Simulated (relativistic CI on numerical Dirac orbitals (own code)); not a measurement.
**One change at a time: Ar¹⁶⁺**

Base calculation: Dirac-Coulomb-Breit CI, KLI orbitals optimised for each configuration, model QED, unscaled Slater integrals.

Configuration list: 1s², 1s2s, 1s2p, 1s3s, 1s3p, 1s3d, 1s4s, 1s4p, 1s4d, 1s4f, 1s5s, 1s5p, 1s5d, 1s5f, 1s5g, 1s6s, 1s6p, 1s6d. Levels of other configurations are missing.

Variants: (1) valence Slater integrals scaled by 0.9; (2) one mean potential for all configurations. Shifts of the energy above 1s² ¹S0, in eV, for the lowest level and the first level of each name with at least 55 % of one term (blank where a level changes its place among those of its configuration and J or its character, or is not in the variant):

```
    Level     Base   Δ(1)   Δ(2)
  1s² ¹S0     0.00   0.00   0.00
 1s2s ³S1  3102.86  +0.51  -0.14
1s2p ³P°0  3121.66  +0.38  -0.18
1s2p ³P°1  3122.31  +0.35  -0.18
 1s2s ¹S0  3123.33  -1.52  +0.44
1s2p ³P°2  3125.05  +0.37  -0.18
1s2p ¹P°1  3138.79  -1.10  -0.04
 1s3s ³S1  3672.71  +0.13   0.00
1s3p ³P°0  3677.90  +0.10  -0.02
1s3p ³P°1  3678.09  +0.10  -0.02
 1s3s ¹S0  3678.20  -0.40  +0.11
1s3p ³P°2  3678.90  +0.10  -0.01
 1s3d ³D1  3681.74   0.00  +0.04
 1s3d ³D2  3681.74   0.00  +0.04
```

At this charge energies of transitions that change n are usually good to better than 1 %, and those within a shell (Δn = 0) to a few per cent.

Ionisation energy from the two ground configurations alone: base 4119.27 eV. The NIST ASD value (theoretical) is 4120.67 eV.

LS names give the leading component of a level, which can be under half, so a name can repeat, a term be missing and a line seem to break the LS rules.
